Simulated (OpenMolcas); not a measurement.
3d3 along the 21-electron sequence

- Program: OpenMolcas 26.06
- Method: CASSCF
- Basis: ANO-RCC-VQZP
- Scalar Hamiltonian: DKH2, point nucleus
- Spin-orbit coupling: state interaction with AMFI integrals over the reference wave functions, term energies averaged over their components

Active space for each ion: 3 electrons in 10 orbitals (3d 4d).

Computed levels in cm-1 above 4F 3/2:

```
                               Level    V2+   Cr3+   Mn4+   Fe5+   Co6+   Ni7+
                              4F 5/2    156    249    363    519    725    945
                              4F 7/2    370    590    857   1221   1698   2202
                              4F 9/2    641   1016   1471   2086   2882   3719
                              2G 7/2  14293  17530  20556  23356  25993  28999
                              4P 1/2  14331  17371  20188  22806  25279  27996
                              4P 3/2  14409  17487  20344  23005  25517  28262
                              2G 9/2  14530  17897  21073  24065  26934  30168
                              4P 5/2  14591  17783  20785  23656  26463  29530
                              2H 9/2  18919  23186  27169  30879  34404  38389
weight of 4F in the lowest level (%)    100    100    100    100    100    100
```

Measured, with the error of the calculation in %. Measured levels: V2+ from Sugar and Corliss, J. Phys. Chem. Ref. Data 7, 1191 (1978); Cr3+ from Sugar and Corliss, J. Phys. Chem. Ref. Data 6, 317 (1977); Mn4+ from Corliss and Sugar, J. Phys. Chem. Ref. Data 6, 1253 (1977); Fe5+ from Corliss and Sugar, J. Phys. Chem. Ref. Data 11, 135 (1982); Co6+ from Sugar and Corliss, J. Phys. Chem. Ref. Data 10, 1097 (1981); Ni7+ from Corliss and Sugar, J. Phys. Chem. Ref. Data 10, 197 (1981).

```tsv
Level	V2+	Cr3+	Mn4+	Fe5+	Co6+	Ni7+
4F 5/2	146 (+7.1)	236 (+5.5)	359 (+1.0)	511 (+1.5)	698 (+3.9)	1012 (-6.7)
4F 7/2	342 (+8.5)	556 (+6.1)	835 (+2.6)	1188 (+2.8)	1610 (+5.5)	2184 (+0.8)
4F 9/2	584 (+9.7)	946 (+7.4)	1412 (+4.2)	2001 (+4.2)	2723 (+5.9)	3721 (0)
2G 7/2	11966 (+19.4)	15052 (+16.5)	17892 (+14.9)	20616 (+13.3)		
4P 1/2	11514 (+24.5)	14059 (+23.6)	16434 (+22.8)	18738 (+21.7)	21096 (+19.8)	23261 (+20.4)
4P 3/2	11592 (+24.3)	14177 (+23.3)	16595 (+22.6)	18942 (+21.4)	21304 (+19.8)	23710 (+19.2)
2G 9/2	12187 (+19.2)	15402 (+16.2)	18399 (+14.5)	21315 (+12.9)		
4P 5/2	11770 (+24.0)	14471 (+22.9)	17049 (+21.9)	19611 (+20.6)	22187 (+19.3)	24669 (+19.7)
2H 9/2	16811 (+12.5)	21066 (+10.1)	24975 (+8.8)	28724 (+7.5)
```

The fine-structure level 4F 9/2 changes by a factor of 5.8 from V2+ to Ni7+. Its fourth root runs 5.03, 5.65, 6.19, 6.76, 7.33, 7.81, with steps per unit of Z of 0.61, 0.55, 0.57, 0.57, 0.48; equal steps would mean a (Z - σ)^4 law with constant σ.

2G 7/2 changes by a factor of 2.03 over the same range, with steps per unit of Z of +3240, +3030, +2800, +2640, +3010 cm-1.

Without dynamic correlation excited terms often stand tens of per cent too high (terms of higher spin than the ground term too low), and those without a measured partner can miss by more than the paired ones. Active for correlation alone: 4d; no level in the range computed is led by a configuration that fills it, so any true level of that kind is missing. Measured partners are found by configuration, term and J. A level has none where our copy of the source lacks it or the pairing is in doubt (some pairs that miss far off the trend of their configuration count as doubtful), and it then counts in no deviation. Levels of configurations outside the active space are missing.
